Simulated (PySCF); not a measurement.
C₅H₉O₂ (SMILES CC(=O)C=C(C)[OH2+]), charge +1, singlet, geometry from GFN2-xTB. Base run: PySCF with M062X/STO-3G.

Here is a job for PySCF.
```python
from pyscf import gto, scf, dft

mol = gto.Mole()
mol.atom = '''
    C     2.644581   -0.070071   -0.504247
    C     1.277715   -0.514308   -0.109717
    O     0.975004   -1.634554    0.193519
    C     0.263087    0.612178   -0.122362
    C    -1.021318    0.413757    0.100478
    C    -1.787907   -0.796792    0.404815
    O    -1.943103    1.608213   -0.017020
    H     3.008700    0.683759    0.192380
    H     2.623234    0.375016   -1.497820
    H     3.322873   -0.918754   -0.502056
    H     0.661898    1.590415   -0.347409
    H    -2.572270   -0.958897   -0.334428
    H    -2.241943   -0.747171    1.395130
    H    -1.104573   -1.647875    0.387818
    H    -1.485327    2.465785    0.112649
    H    -2.724741    1.499867    0.567944
'''
mol.basis = 'sto-3g'
mol.charge = 1
mol.spin = 0
mol.verbose = 4
mol.build()

mf = dft.RKS(mol)
mf.xc = 'm062x'
mf.kernel()
```

The job was repeated with other settings on one machine. Differences are taken from exact integrals (base: -341.655159 Eh). The cheapest run took roughly 7 core-seconds.

| setting | fitting functions | cost, times the cheapest (rough) | difference in total energy (µEh) |
|---|---|---|---|
| auxbasis = autoaux | 525 | 1 | -4704 |
| auxbasis = even-tempered beta=2.0 | 395 | 1 | -4641 |
| auxbasis = def2-tzvp-ri | 667 | 1 | -1212 |
| auxbasis = even-tempered beta=1.6 | 553 | 1 | -4371 |
| base | - | 1 | reference |
| auxbasis = cc-pvtz-ri | 837 | 1 | -1428 |
| auxbasis = cc-pvtz-jkfit | 823 | 1 | -159 |
| auxbasis = even-tempered beta=3.0 | 258 | 1 | -10406 |
| only_dfj = on; auxbasis = def2-universal-jfit | 442 | 1 | -3563 |
| exchange = seminumerical (SGX) (with mf = sgx.sgx_fit(mf, auxbasis='def2-universal-jfit'); with mf.with_df.dfj = True) | 442 | 6 | -3558 |

Errors of the fitted Coulomb and exchange terms can cancel in the total.

Times come from a shared machine, hold the start-up and are rough.
